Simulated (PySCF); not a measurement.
Monobromomethylene, CHBr (singlet state).
SMILES: `[CH]Br`

Linear response at CAM-B3LYP/def2-SVPD (PySCF, frozen core in the response, non-relativistic). Isolated species at its PBE0-D3(BJ)/def2-SVP geometry, gas phase. Relativistic effects, spin–orbit coupling among them, are left out although an element past zinc is present.

Static isotropic polarisability: 35.35 au (5.24 Å³), principal values 28.0, 30.1, 48.0 au.

Question: What is the polarisability at 1064 nm and at the sodium D line?

Answer: 36.27 au at 1064 nm (+2.6 %), 35.59 au at 589.3 nm (+0.7 %). The lowest singlet lies at 777 nm (f = 0.002), near or inside this range; the response is undamped and has a pole at each allowed excitation.

Question: What is the isotropic C6 coefficient between two such molecules, C6 = (3/π)∫α(iω)² dω?

Answer: 439.5 au (Eh·bohr⁶) by a ten-point quadrature over imaginary frequencies, which is 263 eV·Å⁶ or 25.3 J·nm⁶/mol.

Question: Which effective excitation energy ω̄ makes London's formula C6 = (3/4)α²ω̄ exact here?

Answer: ω̄ = 4·C6/(3α²) = 0.469 Eh = 12.8 eV.

Question: What does −C6/R⁶ come to at R = 10 Å between centres?

Answer: -25 J/mol. This is the leading, orientation-averaged term; C8 and higher terms are left out.

Question: What three-body coefficient follows from the one-pole estimate C9 = (3/4)·α·C6?

Answer: 11700 au. This is an estimate from the two numbers above, not a computed integral.

Question: The lowest 6 singlets have (eV, f): 1.60, 0.002; 4.60, 0.002; 5.33, 0.006; 6.01, 0.115; 6.45, 0.000; 6.64, 0.022. What share of the static polarisability do they carry in the sum over states α = Σ f/ω²?

Answer: 3.42 au, 9.7 % of α; the largest term, 2.37 au, is that of the state at 6.01 eV. Their oscillator strengths add up to 0.15. Higher states carry the rest.

Question: How anisotropic is the static polarisability, by Δα² = ½[(α1 − α2)² + (α2 − α3)² + (α3 − α1)²]?

Answer: Δα = 19.0 au, or 0.54 of the isotropic value.

Question: How many electrons N does the Slater–Kirkwood formula C6 = (3/4)·√N·α^(3/2) need to give this C6?

Answer: N = (4·C6/3)²/α³ = 7.8; the species has 42 electrons in all.
